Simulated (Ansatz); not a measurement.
Basis sets compared for Cu2H3. The state is a doublet with charge 0. Geometry PBE-D4/def2-TZVP. Ansatz on 4 threads of Arm Neoverse V2 on a shared host; times are rough, and most runs start from earlier orbitals.

```csv
atom,x (Å),y (Å),z (Å)
Cu1,-0.905,-0.142,-0.776
Cu2,1.117,-0.003,0.441
H3,-2.333,0.177,-0.424
H4,1.435,0.438,1.845
H5,0.686,-0.470,-1.086
```

The structure comes from a short search, and lower isomers may exist.

Binding counts from free atoms (Cu doublet, H doublet) in the same basis, without a counterpoise term.

```
                            level  functions  energy (Eh)  HOMO (eV)  LUMO (eV)  binding per atom (eV)  wall time
                  PBE-D4/def2-SVP         77   -3281.7995      -6.12      -5.52                   1.93     0.95 s
                 PBE-D4/def2-TZVP        108   -3282.3115      -6.41      -5.80                   1.76      1.2 s
r2SCAN-D4/def2-TZVP (with forces)        108   -3282.7737      -6.66      -5.66                   1.84      3.1 s
                 PBE0-D4/def2-SVP         77   -3281.7965      -7.03      -4.71                   1.73      1.4 s
                PBE0-D4/def2-TZVP        108   -3282.2881      -7.23      -4.88                   1.61      3.5 s
```

Question: Estimate the rows for PBE-D4/def2-TZVPD, r2SCAN-D4/def2-TZVPD, PBE0-D4/def2-TZVPD.

Answer: 
```tsv
level	functions	energy (Eh)	HOMO (eV)	LUMO (eV)	binding per atom (eV)	wall time
PBE-D4/def2-TZVPD	123	-3282.3139	-6.44	-5.82	1.77	1.5 s
r2SCAN-D4/def2-TZVPD	123	-3282.7754	-6.67	-5.68	1.85	3.5 s
PBE0-D4/def2-TZVPD	123	-3282.2900	-7.25	-4.90	1.62	2 s
```
